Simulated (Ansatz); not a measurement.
System: C₅H₁₂Si (charge 0, singlet). 
Coordinates optimised at B3LYP-D3(BJ)/def2-TZVP (Ansatz, a first-principles code):
SMILES: C(=C\C)(/[SiH3])CC
```xyz
18

C     -2.5250     0.2124    -0.1326
C     -1.1707     0.7923     0.1369
C      0.0192     0.2472    -0.1452
Si     1.5758     1.1709     0.3044
C      0.1797    -1.1117    -0.7947
C      0.2477    -2.2443     0.2365
H     -2.4835    -0.7460    -0.6467
H     -3.1251     0.8998    -0.7359
H     -3.0690     0.0673     0.8056
H     -1.1891     1.7645     0.6238
H      2.4485     0.3515     1.1843
H      2.3679     1.4794    -0.9140
H      1.2378     2.4349     1.0009
H      1.0934    -1.1252    -1.3966
H     -0.6391    -1.3032    -1.4920
H     -0.6770    -2.2962     0.8136
H      1.0670    -2.0850     0.9398
H      0.4024    -3.2094    -0.2499
```

Dipole moments at this geometry, in debye (magnitudes).

| level | program | dipole (D) |
|---|---|---|
| SVWN5/def2-TZVPD | Ansatz | 1.38 |
| PBE/def2-TZVPD | Ansatz | 1.39 |
| BLYP/def2-TZVPD | Ansatz | 1.35 |
| revPBE/def2-TZVPD | Ansatz | 1.39 |
| BHLYP/def2-TZVPD | Ansatz | 1.30 |
| r2SCANh/def2-TZVPD | Ansatz | 1.38 |
| r2SCAN0/def2-TZVPD | Ansatz | 1.37 |
| CAM-B3LYP/def2-TZVPD | Ansatz | 1.29 |
| LC-wPBE/def2-TZVPD | Ansatz | 1.30 |
| CCSD(T)/aug-cc-pV(D+d)Z | Ansatz | 1.28 |
